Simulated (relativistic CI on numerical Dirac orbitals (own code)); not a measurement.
## Ho²⁺: M4,5 absorption edge

Computed with this model: Dirac-Coulomb-Breit CI, separate exchange-only KLI orbitals for each configuration, QED by a radiative potential, valence Slater integrals scaled by 0.9, multiplet model of core-to-valence dipole absorption; configurations [Xe] 4f11 → [Ar] 3d9 4s2 4p6 4d10 4f12 5s2 5p6; 300 K; Lorentzian 0.6 eV and Gaussian 0.4 eV FWHM. Energies are those of the free ion, without screening or charge transfer. The branching ratio is the share of the lower-energy edge in the whole absorption, uncertain by about 0.02 where the edges overlap. S is read from ⟨S²⟩ = S(S + 1).

free ion: ground-state S = 1.48, centroid 1351.82 eV, branching ratio 0.923. Peaks (eV, height): 1347.0 (57), 1349.3 (100), 1351.5 (23), 1387.0 (10).

The statistical ratio of this edge is 3/5 = 0.600. Values above it arise where the holes sit mainly in the j = l + 1/2 valence subshell or the ground state has high spin; values below it where core-valence Coulomb terms move weight to the upper edge, as in nearly empty shells.

Strongest unbroadened transitions for free ion:

```csv
Energy (eV),Relative strength
1346.14,5.2
1346.60,0.0
1346.98,55.4
1347.55,0.1
1348.44,5.8
1349.28,100.0
1350.28,1.0
1351.48,20.5
1353.12,2.0
1353.41,2.5
1386.61,2.9
1387.07,8.8
1388.12,3.9
1390.86,0.3
1391.30,0.2
```
